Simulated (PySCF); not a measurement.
## Spinor energies of Fe²⁺ (iron, charge +2)

Start: [Ar] 3d5 4p1; 3d5/2 filled at m_j = -3/2, -1/2, +1/2, +3/2, +5/2; 4p3/2 filled at m_j = +3/2. Calculated with PySCF 2.14 in x2c-TZVPall-2c with one added diffuse shell each of s, p, d type (7s8p5d1f, 63 functions): generalised Hartree-Fock with the X2C-1e Hamiltonian and a Gaussian nucleus; one run each with spin-orbit coupling (SO) switched off, then screened by Boettger's factors. This is a chosen level, not necessarily the ground level.

| spinor shell | electrons | ε, spin-free (eV) | ε, screened SO (eV) | weight of nominal j (screened SO) | rms radius, screened SO (bohr) |
| --- | --- | --- | --- | --- | --- |
| 1s1/2 | 2 | -7202.3 | -7202.3 | 1.000 | 0.0675 |
| 2s1/2 | 2 | -910.34 | -910.34 | 1.000 | 0.288 |
| 2p1/2 | 2 | -776.05 | -785.00 | 0.975 | 0.259 |
| 2p3/2 | 4 | -776.05 | -771.70 | 0.987 | 0.261 |
| 3s1/2 | 2 | -142.29 | -142.31 | 1.000 | 0.864 |
| 3p1/2 | 2 | -101.44 | -101.92 | 0.664 | 0.917 |
| 3p3/2 | 4 | -101.44 | -101.25 | 0.832 | 0.921 |
| 3d5/2 | 5 | -45.937 | -45.955 | 0.591 | 1.09 |
| 4p3/2 | 1 | -19.888 | -19.846 | 1.000 | 3.08 |

```csv
quantity,spin-free,screened SO
E (hartree),-1270.21699,-1270.23545
M_J,4,4
⟨J²⟩,20.002,20.002
⟨L²⟩,2.001,2.004
⟨S²⟩,12.001,11.998
```

Each row is a mean over spinors that exchange with the open shell spreads, by up to 16.115 eV (3p3/2).

Rows whose weight is well below 1 are mixtures of j = l ± 1/2: exchange outweighs spin-orbit coupling there, and the label is only the starting occupation.

Without spin-orbit coupling the j labels of p, d and f shells carry no meaning; the spin-free column gives the mean over the occupied spinors of each nl shell.
